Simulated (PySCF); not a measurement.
Spectrum to structure. Method used: PySCF, TDDFT CAM-B3LYP/def2-SVPD, vertical, gas phase, core orbitals frozen in the response. Geometries: GFN2-xTB, one conformer each.

| state | λ (nm) | f |
| --- | --- | --- |
| S1 | 163.5 | 0.0095 |
| S2 | 152.3 | 0.013 |
| S3 | 149.7 | 0.097 |
| S4 | 146.5 | 0.010 |
| S5 | 143.2 | 0.101 |
| S6 | 141.7 | 0.085 |
| S7 | 141.2 | 0.0037 |
| S8 | 140.7 | 0.0037 |

Triplets computed (Tamm–Dancoff): 7.40, 7.71, 7.91 eV.

Question: Which structure fits?
A. `O(C=C)C(=O)C`
B. `O=C(O)c1cccs1`
C. `CCCS(C)(=O)=O`
D. `O=C(O)c1ccsc1`

Answer: C. Its S1, at 7.58 eV, is the highest among the candidates; the nearest of the others has S1 at 5.85 eV. S1 is HOMO→LUMO (87%). Löwdin shares by element: HOMO oxygen 46%, carbon 25% or more (atoms not listed hold the other 28%); LUMO sulfur 31%, hydrogen 18% or more, carbon 9% or more (atoms not listed hold the other 42%). At the same level the other candidates give, for their lowest levels:
- `C=COC(C)=O`: 212 nm (f 0.001); 186 nm (f 0.447); 171 nm (f 0.049); 158 nm (f 0.089); 155 nm (f 0.003); T1 4.28 eV; HOMO -8.85, LUMO 0.63 eV
- `O=C(O)c1cccs1`: 244 nm (f 0.221); 239 nm (f 0.000); 232 nm (f 0.107); 188 nm (f 0.002); 187 nm (f 0.001); T1 3.33 eV; HOMO -8.64, LUMO -0.72 eV
- `O=C(O)c1ccsc1`: 232 nm (f 0.000); 230 nm (f 0.025); 219 nm (f 0.210); 191 nm (f 0.002); 188 nm (f 0.002); T1 3.67 eV; HOMO -8.69, LUMO -0.36 eV

Conformer computed: `[CH3:1][CH2:2][CH2:3][S:4]([CH3:5])(=[O:6])=[O:7]`: C1–C2–C3–S4 73°, C2–C3–S4–C5 167°.
